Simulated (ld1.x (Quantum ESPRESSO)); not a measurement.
## boron: excitation energies, all-electron against PAW

```
Element                 : boron
Generator               : ld1.x (Quantum ESPRESSO) 7.5
Type                    : PAW
Functional              : PBEsol
Relativity              : fully relativistic
Frozen core             : [He]
Valence charge          : 3
Reference configuration : 2s2 2p1
Partial waves           : 2s (bound): rcut 1.05, rcutus 1.40 bohr; 2s channel at 4.65 Ry: rcut 1.05, rcutus 1.40 bohr; 2p (bound): rcut 2.30, rcutus 3.20 bohr; 2p channel at 0.05 Ry: rcut 2.30, rcutus 3.20 bohr; 3d channel at 0.5 Ry: rcut 2.15, rcutus 2.70 bohr; 3d channel at 2.25 Ry: rcut 2.15, rcutus 2.70 bohr
Local potential         : all-electron potential smoothed inside 2.70 bohr (lloc = -1)
Core correction         : Bessel-smoothed model core inside 1.30 bohr
Augmentation charge     : PSQ, inside the norm-conserving radii
```

Open shells are filled in proportion to 2j + 1 (rel_dist='average').

Energies are relative to the spin-unpolarised reference configuration 2s2 2p1; without spin polarisation the order of configurations can differ from experiment.

**Question.** Give the all-electron excitation energy and the error of the potential for: 2s2 2p0; 2s1 2p0; 2s2 2p0.5; 2s1 2p2; 2s2 2p1.3; 2s0 2p3; 2s1 2p1.

**Answer.**

| valence configuration | charge | ΔE all-electron (eV) | error AE − PS (meV) |
| --- | --- | --- | --- |
| 2s2 2p0 | +1 | 8.139 | -0.7 |
| 2s1 2p0 | +2 | 33.401 | -5.5 |
| 2s2 2p0.5 | +0.5 | 2.855 | -0.3 |
| 2s1 2p2 | 0 | 5.819 | -0.7 |
| 2s2 2p1.3 | -0.3 | -0.724 | 0.0 |
| 2s0 2p3 | 0 | 11.657 | -3.7 |
| 2s1 2p1 | +1 | 14.264 | -5.6 |

Levels in the configuration 2s1 2p2:

```json
{"level": "2s j=1/2", "all-electron (eV)": "-9.847", "pseudo (eV)": "-9.849"}
{"level": "2p j=1/2", "all-electron (eV)": "-4.019", "pseudo (eV)": "-4.019"}
{"level": "2p j=3/2", "all-electron (eV)": "-4.015", "pseudo (eV)": "-4.016"}
```

The ghost test of this file was not conclusive.
